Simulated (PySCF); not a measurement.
**Electron correlation in Sb⁺ (antimony, charge +1)**

[Kr] 4d10 5s2 5p2, high-spin 3P determinant. Calculation: PySCF 2.14, in x2c-TZVPPall with one added diffuse shell each of s, p, d, f type (9s7p5d3f, 76 functions); scalar relativity by spin-free X2C-1e. Frozen: [Ar] 3d10; 22 electrons correlated.

```tsv
level	correlation energy (mhartree)
CCSD	-365.92
(T)	-7.63
CCSD(T)	-373.55
```

Diagnostics: T1 = 0.0081, D1 = 0.0330, largest double amplitude 0.075.

**Question.** Is a single reference adequate?

**Answer.** Mostly. T1 lies below 0.03, but a double amplitude of this size points to a near-degeneracy that CCSD handles and MP2 describes poorly.

This basis was not built for core-valence correlation, so the inner-shell part is incomplete.
